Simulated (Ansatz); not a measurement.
An input meant for (H3Sn)2NH (Sn₂NH₇) (charge 0, singlet).

```yaml
crystal:
  periodic: [false, false, false]
  atoms:
    - {symbol: Sn, position_ang: [0.029590, 1.750980, -0.503469]}
    - {symbol: H, position_ang: [-0.816893, 2.550249, 0.768724]}
    - {symbol: H, position_ang: [1.714547, 1.797495, -0.206715]}
    - {symbol: H, position_ang: [-0.381011, 2.466101, -2.006715]}
    - {symbol: N, position_ang: [-0.441627, -0.235993, -0.645178]}
    - {symbol: Sn, position_ang: [0.181726, -1.694658, 0.648014]}
    - {symbol: H, position_ang: [-0.738042, -1.732763, 2.105834]}
    - {symbol: H, position_ang: [0.029400, -3.197819, -0.163460]}
    - {symbol: H, position_ang: [1.815402, -1.313550, 0.988116]}
    - {symbol: H, position_ang: [-1.393091, -0.390043, -0.985150]}
basis:
  gaussian: {orbitals: def2-SVPD}
magnetization: {spin_polarized: true, initial_magnetization: 1}
hamiltonian: {xc: {name: CAM-B3LYP}, dispersion: d3bj}
scf: {lower_state_search: off}
```

```sh
$ ansatz run in.yaml --threads 4 --pin off --events-out ev --progress --plain --max-ram 3916MiB
```

Shortened log:

```
Error: a molecule whose nuclei and cores have a total charge of 58 cannot have a net charge of 0 together with 1 unpaired electrons
```

In this input the number of unpaired electrons doesn't fit the electron count. The program refused the input.
